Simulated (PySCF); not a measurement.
Isomers of C2H10N2Si. Level of theory: TDDFT CAM-B3LYP/def2-SVPD, vertical, gas phase, core orbitals frozen in the response in PySCF 2.14.0, density-fitted response routines. Geometries: GFN2-xTB; one conformer of each isolated species. Triplets are in the Tamm–Dancoff approximation.

A. `CN[SiH2]NC`
B. `[Si](N)(C)(N)C`
C. `C[SiH](C)NN`

Lowest singlet levels (six at most, fewer where fewer were computed) with oscillator strengths:

1. 190 nm (f 0.086); 188 nm (f 0.032); 163 nm (f 0.005); 160 nm (f 0.002); 154 nm (f 0.011); 154 nm (f 0.002); T1 6.22 eV
2. 200 nm (f 0.008); 186 nm (f 0.018); 182 nm (f 0.009); 172 nm (f 0.049); 164 nm (f 0.006); 161 nm (f 0.054); T1 5.94 eV
3. 205 nm (f 0.001); 204 nm (f 0.007); 187 nm (f 0.000); 183 nm (f 0.016); 172 nm (f 0.004); 169 nm (f 0.063); T1 5.81 eV

Task: Match each spectrum to its molecule.

Result: 1 = B, 2 = C, 3 = A.
- A: S1 at 6.06 eV, HOMO-1→LUMO (47%), HOMO→LUMO+1 (43%); Löwdin shares by element: HOMO nitrogen 64%, carbon 14% (atoms not listed hold the other 22%); LUMO carbon 30%, silicon 13%, hydrogen 8% or more (atoms not listed hold the other 48%); HOMO -8.01 and LUMO 1.32 eV; point group C2, 1 of its 6 listed states under f = 0.0005.
- B: S1 at 6.51 eV, HOMO→LUMO (83%), HOMO-1→LUMO+1 (11%); Löwdin shares by element: HOMO nitrogen 48%, carbon 24% (atoms not listed hold the other 28%); LUMO silicon 30%, carbon 16%, hydrogen 7% or more (atoms not listed hold the other 47%); HOMO -8.48 and LUMO 1.01 eV; point group C2.
- C: S1 at 6.19 eV, HOMO→LUMO (65%), HOMO→LUMO+2 (16%), HOMO→LUMO+1 (11%); Löwdin shares by element: HOMO nitrogen 72%, silicon 9%, hydrogen 6% or more; LUMO silicon 25%, carbon 13% or more, hydrogen 8% or more, nitrogen 8% or more (atoms not listed hold the other 47%); HOMO -8.18 and LUMO 1.22 eV.
A and C have S1 within 0.14 eV of each other; their strongest listed levels stand at 7.32 eV (f 0.063) and 7.69 eV (f 0.054).
